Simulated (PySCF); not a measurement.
Computed IR spectrum (relative IR intensity) of a molecule C2H6BF2N. The structure is a stationary point at PBE0-D3(BJ)/def2-SVP. Other conformers were not sampled. The numbers are results of PBE0-D3(BJ)/def2-SVP (PySCF), not measurements. Harmonic, unscaled wavenumbers; measured fundamentals usually lie a few per cent lower.

```csv
ν (cm⁻¹),relative intensity
593,8.1
673,20
951,2.4
1339,22
1379,2.6
1410,3.7
1451,35
1462,3.1
1468,7.8
1490,5.9
1607,100
3050,7.7
3053,2.7
3151,4.5
3161,3.5
3656,5.8
```

Task: Which molecule gave these data?
(A) CNB(F)CF
(B) CB(N)C(F)F
(C) CN(C)B(F)F
(D) CCNB(F)F

Result: D, CCNB(F)F
